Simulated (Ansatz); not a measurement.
Cs3H4, 7 atoms. Hardware: 4 threads of AMD EPYC 7B13 on a shared host.

In the def2 sets Cs takes a core potential; there is no spin–orbit coupling. Correlated methods freeze no core orbitals; core or outer-core shells of Cs are correlated, in sets that lack core-valence functions.

Task: How many basis functions does each of these Ansatz runs have, and roughly what does it cost? CCSD(T)/def2-TZVPP, charge 0 doublet, energy, from earlier orbitals; r2SCAN-D4/def2-TZVPD, charge -1 singlet at the geometry of the charge 0 doublet, energy, from earlier orbitals; CCSD(T)/def2-TZVPD, charge 0 doublet, energy, from earlier orbitals; PBE-D4/def2-TZVP, charge 1 singlet at the geometry of the charge 0 doublet, energy, from earlier orbitals; r2SCAN-D4/def2-TZVPD, charge 0 doublet, energy, from earlier orbitals; B2PLYP/def2-TZVP, charge 0 doublet, energy, from earlier orbitals; CCSD(T)/def2-TZVPP, charge 1 singlet at the geometry of the charge 0 doublet, energy, from earlier orbitals; PBE0-D4/def2-SVP, charge 0 doublet, energy, from earlier orbitals; r2SCAN-D4/def2-TZVP, charge 0 doublet, relaxation, 38 steps; revPBE-D4/def2-TZVP, charge 0 doublet, energy, from earlier orbitals; PBE0-D4/def2-TZVP, charge 1 singlet at the geometry of the charge 0 doublet, energy; PBE-D4/def2-TZVPD, charge -1 triplet at the geometry of the charge 0 doublet, energy, from earlier orbitals.

Result: Other jobs shared the machine, so times can vary by a factor of up to 3. A dash marks memory too small to be measured apart from the calling script's.

```json
{"run": "PBE-D4/def2-TZVP, charge 1 singlet at the geometry of the charge 0 doublet, energy, from earlier orbitals", "functions": "111", "fitting or Cholesky vectors": "1130", "wall time": "1.3 s", "peak host memory (GiB)": "–"}
{"run": "PBE0-D4/def2-TZVP, charge 1 singlet at the geometry of the charge 0 doublet, energy", "functions": "111", "fitting or Cholesky vectors": "1130", "wall time": "1.5 s", "peak host memory (GiB)": "–"}
{"run": "revPBE-D4/def2-TZVP, charge 0 doublet, energy, from earlier orbitals", "functions": "111", "fitting or Cholesky vectors": "1130", "wall time": "2.5 s", "peak host memory (GiB)": "–"}
{"run": "PBE0-D4/def2-SVP, charge 0 doublet, energy, from earlier orbitals", "functions": "92", "fitting or Cholesky vectors": "994", "wall time": "2.8 s", "peak host memory (GiB)": "–"}
{"run": "B2PLYP/def2-TZVP, charge 0 doublet, energy, from earlier orbitals", "functions": "111", "fitting or Cholesky vectors": "1022", "wall time": "3.9 s", "peak host memory (GiB)": "–"}
{"run": "r2SCAN-D4/def2-TZVPD, charge -1 singlet at the geometry of the charge 0 doublet, energy, from earlier orbitals", "functions": "132", "fitting or Cholesky vectors": "1131", "wall time": "4.1 s", "peak host memory (GiB)": "–"}
{"run": "PBE-D4/def2-TZVPD, charge -1 triplet at the geometry of the charge 0 doublet, energy, from earlier orbitals", "functions": "132", "fitting or Cholesky vectors": "1131", "wall time": "5.5 s", "peak host memory (GiB)": "–"}
{"run": "r2SCAN-D4/def2-TZVPD, charge 0 doublet, energy, from earlier orbitals", "functions": "132", "fitting or Cholesky vectors": "1131", "wall time": "14 s", "peak host memory (GiB)": "–"}
{"run": "CCSD(T)/def2-TZVPP, charge 1 singlet at the geometry of the charge 0 doublet, energy, from earlier orbitals", "functions": "164", "fitting or Cholesky vectors": "944", "wall time": "25 s", "peak host memory (GiB)": "1.6"}
{"run": "CCSD(T)/def2-TZVPD, charge 0 doublet, energy, from earlier orbitals", "functions": "132", "fitting or Cholesky vectors": "1186", "wall time": "75 s", "peak host memory (GiB)": "2.5"}
{"run": "r2SCAN-D4/def2-TZVP, charge 0 doublet, relaxation, 38 steps", "functions": "111", "fitting or Cholesky vectors": "1130", "wall time": "2.1 min", "peak host memory (GiB)": "–"}
{"run": "CCSD(T)/def2-TZVPP, charge 0 doublet, energy, from earlier orbitals", "functions": "164", "fitting or Cholesky vectors": "944", "wall time": "4.4 min", "peak host memory (GiB)": "2.3"}
```
